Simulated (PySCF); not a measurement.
LDA on Sm (samarium, neutral), [Xe] 4f5 6s2 6p1, one real determinant (an excited configuration). All numbers are calculated (PySCF 2.14, the spin-free X2C one-electron Hamiltonian (Gaussian nucleus), in x2c-TZVPPall (11s7p7d4f2g, 113 functions)).

```
cycle= 1 E= -10418.3864343219  delta_E= -0.0281  |g|= 0.165  |ddm|= 1.33
cycle= 2 E= -10418.3949152658  delta_E= -0.00848  |g|= 0.128  |ddm|= 1.38
cycle= 3 E= -10418.4042203593  delta_E= -0.00931  |g|= 0.0221  |ddm|= 0.548
cycle= 4 E= -10418.4049623081  delta_E= -0.000742  |g|= 0.0174  |ddm|= 0.307
cycle= 5 E= -10418.4051460012  delta_E= -0.000184  |g|= 0.00848  |ddm|= 0.0508
cycle= 6 E= -10418.4051931656  delta_E= -4.72e-05  |g|= 0.00841  |ddm|= 0.058
cycle= 7 E= -10418.4052285944  delta_E= -3.54e-05  |g|= 0.000857  |ddm|= 0.0275
cycle= 8 E= -10418.4052288359  delta_E= -2.41e-07  |g|= 0.000287  |ddm|= 0.00215
cycle= 9 E= -10418.4052289109  delta_E= -7.5e-08  |g|= 3.66e-05  |ddm|= 0.00174
cycle= 10 E= -10418.4052289119  delta_E= -9.9e-10  |g|= 1.75e-05  |ddm|= 0.000283
converged SCF energy = -10418.4052289119  <S^2> = 12.435753  2S+1 = 7.1234129
```

Highest occupied orbital energy: -2.412 eV; ⟨L²⟩ = 27.54; populations by l: s 11.74, p 25.00, d 20.26, f 5.00.

Problem. Can this result be used?

Solution. Not for this state. Self-consistency was reached. ⟨L²⟩ = 27.54 against 42 for a pure I term, so this real determinant mixes terms. Spin-orbit coupling, absent here, splits the open shell strongly. ⟨S²⟩ = 12.44 against 12.00 shows spin contamination. The s, p, d and f populations moved away from the nominal configuration during the SCF.
